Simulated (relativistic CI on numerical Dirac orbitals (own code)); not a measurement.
One change at a time: Ag13+

Base calculation: Dirac-Coulomb-Breit CI, separate exchange-only KLI orbitals for each configuration, model QED (radiative potential, 1s self-energy scaled to tabulated hydrogen-like ionisation energies), unscaled Slater integrals.

CI space (outside the closed core [Ar] 3d10): 4s2.4p4, 4s.4p5, 4p6, 4s2.4p3.4d, 4s.4p4.4d, 4s2.4p3.4f, 4s.4p4.4f, 4p5.4d, 4s.4p3.4d2, 4s2.4p3.5s, 4s2.4p2.4d.4f, 4s2.4p3.5p, 4p4.4d2, 4p3.4d3, 4p3.4d2.4f, 4p3.4d2.5s. Double excitations out of closed p, d and f shells are left out; levels of such configurations are missing from the list, as are those of other unlisted configurations, and high levels can miss mixing partners. These lack a partner that the ground configuration has and come out too high: 4s2.4p3.5p.

The lowest level and the first level of each name with at least 55 % of one term (blank where a level has no safe partner in the second run):

```tsv
Level	Base (cm⁻¹)	Shift (cm⁻¹)
4s2.4p4 3P_2	0	0
4s2.4p4 3P_0	30717	-30717
4s2.4p4 3P_1	47518	-47518
4s2.4p4 1D_2	67763	-41289
4s2.4p4 1S_0	139716	-65250
4s.4p5 3P°_2	330645	-59937
4s.4p5 3P°_1	355928	-85219
4s.4p5 3P°_0	381859	-111150
4s.4p5 1P°_1	430796	-82640
4s2.4p3.4d 5D°_2	459483	-37230
4s2.4p3.4d 5D°_0	460099	-37846
4s2.4p3.4d 5D°_3	460689	-38436
4s2.4p3.4d 5D°_1	463028	-40775
4s2.4p3.4d 5D°_4	467890	-45637
4s2.4p3.4d 3D°_1	501349	-55067
4s2.4p3.4d 1S°_0	503973	-50495
4s2.4p3.4d 3F°_3	511471	-52878
4s2.4p3.4d 3F°_4	528996	
4s2.4p3.4d 1G°_4	539297	-51550
4s2.4p3.4d 3G°_5	541686	-62156
4s2.4p3.4d 3P°_0	560085	-46555
4s2.4p3.4d 3P°_1	561017
```

At this charge energies of transitions that change n are usually good to better than 1 %, and those within a shell (Δn = 0) to a few per cent.

One thing was changed in a second run, which moved the levels as shown. Which?
A. Breit term removed
B. configuration mixing switched off
C. QED terms removed
D. non-relativistic limit

D. Non-relativistic limit. Without relativity the fine structure collapses and s electrons lose their extra binding.

LS names give the leading component of a level, which can be under half, so a name can repeat, a term be missing and a line seem to break the LS rules.
